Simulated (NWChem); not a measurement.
System: BeHOF; SMILES [OH][Be][F]

Input file for NWChem:

```
start job
memory heap 200 mb stack 900 mb global 1100 mb
geometry units angstroms noautoz
  Be    -0.000405     0.000392     0.010705
  F      0.015632    -0.015260     1.409131
  O     -0.065728     0.064182    -1.396373
  H      0.311163    -0.303842    -2.200719
end
basis spherical
  * library def2-svp
end
dft
  xc becke97-2
  iterations 150
  mulliken
end
task dft energy
```

The geometry was optimised at PBE-D3(BJ)/def2-SVP.

Q: Predict the main results of this run. (B97-2/def2-SVP.) Quantities: energy (Ha); highest occupied level (eV); orbital gap (eV); dipole (D).

A: 
| Property | Value |
|---|---|
| energy (Ha) | -190.33 |
| highest occupied level (eV) | -9.01 |
| orbital gap (eV) | 8.88 |
| dipole (D) | 2.35 |
